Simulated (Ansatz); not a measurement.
Harmonic frequencies (cm⁻¹) at PBE0-D4/def2-TZVP from Ansatz: 62, 109, 153, 180, 257, 422, 515, 596, 681, 745, 771, 873, 928, 941, 947, 950, 1025, 1079, 1140, 1181, 1253, 1294, 1338, 1379, 1447, 1468, 1476, 2213, 2218, 2226, 3033, 3044, 3075, 3092, 3101, 3150.

Each molecule was computed in one conformer, which needn't be the lowest.

Which molecule is it?
A. `C[Si](C)(C)Cl`
B. `CC(C)[SiH2]Cl`
C. `CCC([SiH3])Cl`
D. `[SiH3]CCCCl`

D.
